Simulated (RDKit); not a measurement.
Input file for RDKit: MMFF94 on C2H5NO (SMILES CNC=O).

```python
from rdkit import Chem
from rdkit.Chem import AllChem, rdDetermineBonds

blocks = [
'''9

C    -1.12404353    0.01672368    0.00172860
N     0.23174372   -0.43919653    0.24123444
C     1.32922407    0.25231461   -0.15250637
O     1.32056539    1.31340650   -0.73962828
H    -1.67464615   -0.69498601   -0.61660589
H    -1.06461065    0.96774621   -0.52142121
H    -1.66175900    0.16078712    0.94091242
H     0.37843821   -1.31094538    0.72154656
H     2.26508794   -0.26585022    0.12473971
''',
]
mol = None
for b in blocks:
    f = Chem.MolFromXYZBlock(b)
    rdDetermineBonds.DetermineBonds(f, charge=0)
    mol = f if mol is None else Chem.CombineMols(mol, f)
Chem.SanitizeMol(mol)
print(Chem.MolToSmiles(Chem.RemoveHs(mol)))
ff = AllChem.MMFFGetMoleculeForceField(mol, AllChem.MMFFGetMoleculeProperties(mol), nonBondedThresh=100.0, ignoreInterfragInteractions=False)
e = ff.CalcEnergy()
print(f'MMFF94 energy {e:.6f} kcal/mol')
```

Output:

```
CNC=O
MMFF94 energy -25.973288 kcal/mol
```

The run finished.

Cost: very roughly 0.020 core-seconds.
